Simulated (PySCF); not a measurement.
# Bonding in `ClC(Cl)(Cl)C1C=CC=CC=C1`

Species: C8H7Cl3.
SMILES with atom numbers: `[Cl:1][C:2]([Cl:3])([Cl:4])[CH:5]1[CH:6]=[CH:7][CH:8]=[CH:9][CH:10]=[CH:11]1` (hydrogens: H12 on C5; H13 on C6; H14 on C7; H15 on C8; H16 on C9; H17 on C10; H18 on C11)

Structure used (GFN2-xTB), in Å, numbered top down from 1:
```xyz
18
C8H7Cl3 angstrom
Cl     2.824   -1.203    1.270
C      1.794    0.178    0.812
Cl     0.675    0.484    2.144
Cl     2.835    1.613    0.631
C      1.103   -0.124   -0.529
C      0.290   -1.387   -0.481
C     -0.932   -1.547    0.036
C     -1.822   -0.553    0.568
C     -1.817    0.759    0.269
C     -0.921    1.419   -0.640
C      0.300    1.041   -1.033
H      1.933   -0.286   -1.227
H      0.785   -2.252   -0.899
H     -1.327   -2.556    0.047
H     -2.615   -0.931    1.199
H     -2.606    1.379    0.673
H     -1.310    2.335   -1.067
H      0.801    1.637   -1.783
```

Bond orders from the PBE0/pcSseg-1 density (PySCF). Isolated species at its GFN2-xTB geometry (one conformer only).

Q: Where do the orders between heavy atoms depart from those drawn in the SMILES?

A: The largest departure is 0.268, at C8–C9 (drawn double, 1.732). Drawn single, order above 1.12: C7–C8 (1.183) and C9–C10 (1.183). Drawn single, order below 0.88: C2–C5 (0.855).

Q: Set the Mayer orders of the bonds between heavy atoms beside their lengths.

A: 
| bond | drawn as | length (Å) | Mayer order |
| --- | --- | --- | --- |
| Cl1–C2 | single | 1.782 | 1.035 |
| C2–Cl3 | single | 1.766 | 1.056 |
| C2–Cl4 | single | 1.783 | 1.035 |
| C2–C5 | single | 1.538 | 0.855 |
| C5–C6 | single | 1.502 | 1.039 |
| C6–C7 | double | 1.336 | 1.805 |
| C7–C8 | single | 1.437 | 1.183 |
| C8–C9 | double | 1.346 | 1.732 |
| C9–C10 | single | 1.437 | 1.183 |
| C10–C11 | double | 1.337 | 1.805 |
| C11–C5 | single | 1.503 | 1.039 |

By pair of heavy elements: C–Cl: lowest Cl1–C2 and C2–Cl4 (1.035, 1.782 Å), highest C2–Cl3 (1.056, 1.766 Å). C–C: lowest C2–C5 (0.855, 1.538 Å), highest C6–C7 and C10–C11 (1.805, 1.336 Å). Bonds named together lie within 0.004.

Q: And the bonds to hydrogen?

A: C–H: 0.91 to 0.95 (7 bonds).

Q: Sum the orders of all bonds at each heavy atom with more than one neighbour and set the sums beside the valence in the SMILES.

A: C2 3.981 (drawn 4), C5 3.839 (drawn 4), C6 3.790 (drawn 4), C7 3.929 (drawn 4), C8 3.862 (drawn 4), C9 3.862 (drawn 4), C10 3.929 (drawn 4), C11 3.790 (drawn 4). Orders between atoms that aren't bonded are not in these sums.

For a closed shell the Mayer order of atoms A and B is Σ (PS)μν (PS)νμ over the basis functions μ on A and ν on B, with P the density and S the overlap matrix.

These values come from a run that also computed NMR shieldings. Rough CPU time on one thread of a shared machine: about 2.5 min.
